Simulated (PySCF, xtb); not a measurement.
BeCl, SMILES [Be+][Cl], charge +1.

GFN2-xTB (xtb 6.7.1) at its own geometry gives an orbital gap of 3.57 eV.

Geometry optimised at B3LYP-D3(BJ)/def2-TZVPD. The multiplicity is an assumed one; other spin states were not compared.

Question: What does HF/def2-TZVPD (PySCF) give? (An estimate is asked for; the answer gives what the named calculation found.)

Answer: gap 11.17 eV (levels -19.17 and -8.00 eV).
